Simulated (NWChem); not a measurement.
Two isomers of CH4F2OSi, each optimised at PBE0/def2-SVP with NWChem. Flexible species stand in one conformer each, which need not be the lowest. 

A: OC[SiH](F)F
B: C[Si](O)(F)F

Task: Which is lower in energy, by how much, and how do their other properties compare?

Result: B is lower by 53.3 kcal/mol in electronic energy; with zero-point energies, B − A = -53.0 kcal/mol.
```csv
,A,B
highest occupied level (eV),-8.29,-9.78
orbital gap (eV),9.04,10.97
dipole (D),2.88,1.18
highest harmonic frequency (cm⁻¹),3886,3938
zero-point energy (kcal/mol),35.7,36.0
```
